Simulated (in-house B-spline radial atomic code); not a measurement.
RPA and G0W0 for Re II (Re+), [Xe] 4f14 5d5 6s1, highest spin, as one setting changes: the highest l of the empty states. Start: r2SCAN. A dash marks a level of low quasi-particle weight. Computed with an all-electron radial atomic-structure program (B-spline basis): all electrons, scalar-relativistic (spin-free one-electron X2C), finite nucleus, each spin shell either full or empty, empty states to the listed l with an (l + 1/2)⁻⁴ tail; G0W0 by contour deformation at full frequency.

Without the two-electron picture change, the correlation of inner shells comes somewhat too large for so heavy an element.

RPA overbinds a lone outer s electron by self-correlation, and G0W0 tends to as well.

```csv
highest l of the empty states,RPA summed (Eh),RPA extrapolated (Eh),G0W0 level (eV)
5,-5.7389,-6.6697,6s up -17.598
6,?,?,?
7,-6.2593,-6.6309,6s up -17.577
8,-6.3626,-6.6078,6s up -17.573
9,-6.4237,-6.5886,6s up -17.571
10,?,?,?
11,-6.4856,-6.5671,6s up -17.568
```

(1) What belongs in the row for 10?

(2) What belongs in the row for 6?

## Answers

(1) RPA summed (Eh): -6.4614; RPA extrapolated (Eh): -6.5759; G0W0 level (eV): 6s up -17.569.

(2) RPA summed (Eh): -6.0775; RPA extrapolated (Eh): -6.6589; G0W0 level (eV): 6s up -17.582.
